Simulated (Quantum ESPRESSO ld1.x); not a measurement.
Results of a calculation; reference values are marked as such.
Q: These are the eigenvalues of the occupied orbitals of an atom or ion with whole-number occupations (hartree). Level of theory: scalar-relativistic Kohn-Sham, B86b exchange with PBE correlation, spin-unpolarised, spherical densities, point nucleus (ld1.x of Quantum ESPRESSO 7.5).

| orbital | eigenvalue |
|---|---|
| 1s | -692.457 |
| 2s | -97.8562 |
| 2p | -87.4982 |
| 3s | -17.2888 |
| 3p | -13.9027 |
| 3d | -8.36944 |
| 4s | -3.26966 |
| 4p | -2.37598 |
| 4d | -1.12502 |

Which element is it, and in what charge state? The configuration may be excited.

A: Z = 41, niobium, charge +3: Nb3+ in [Kr] 4d2. The list shows which subshells hold electrons but not how many an open one holds; the 1s level, -692.46 hartree, gives Z - s = 37.2 by -(Z - s)^2/2, which with screening and relativity narrows Z to a few neighbours, and the depths of the outer levels then fix element, charge and occupations together.
